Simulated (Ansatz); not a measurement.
`F[CH2][GaH][F]` and `[CH3][GaH][CH2]F` differ in one atom or group.

Ansatz, PBE0-D4/def2-TZVP geometries, multiplicity 1. Each molecule was computed in one conformer, which needn't be the lowest.

Scalar relativity is left out up to krypton.

```
                                          property  `F[CH2][GaH][F]`
             LUMO energy (ωB97M-V/def2-TZVPP) / eV              0.26
             HOMO–LUMO gap (B3LYP/def2-TZVPP) / eV              6.35
               LUMO energy (B3LYP/def2-TZVPP) / eV             -1.74
           HOMO–LUMO gap (ωB97M-V/def2-TZVPP) / eV             10.80
                HOMO energy (PBE0/def2-TZVPP) / eV             -8.29
size of the dipole moment (ωB97M-V/def2-TZVPP) / D              0.77
```

Q: What does the change do to each property? (Estimate.)

A: Computed: 
```json
{"property": "LUMO energy (ωB97M-V/def2-TZVPP) / eV", "`[CH3][GaH][CH2]F`": "0.43", "shift": "0.17"}
{"property": "HOMO–LUMO gap (B3LYP/def2-TZVPP) / eV", "`[CH3][GaH][CH2]F`": "5.78", "shift": "-0.57"}
{"property": "LUMO energy (B3LYP/def2-TZVPP) / eV", "`[CH3][GaH][CH2]F`": "-1.52", "shift": "0.22"}
{"property": "HOMO–LUMO gap (ωB97M-V/def2-TZVPP) / eV", "`[CH3][GaH][CH2]F`": "10.19", "shift": "-0.61"}
{"property": "HOMO energy (PBE0/def2-TZVPP) / eV", "`[CH3][GaH][CH2]F`": "-7.51", "shift": "0.78"}
{"property": "size of the dipole moment (ωB97M-V/def2-TZVPP) / D", "`[CH3][GaH][CH2]F`": "1.25", "shift": "0.48"}
```

With PBE0 the HOMO rises by 0.78 eV and the LUMO rises by 0.20 eV, so the gap narrows by about 0.58 eV. PBE moves the HOMO by 0.71 eV and ωB97M-V by 0.78 eV. Dipoles are sizes alone; their direction can turn.

B3LYP here is the variant with VWN-RPA as its local correlation; programs differ in this.
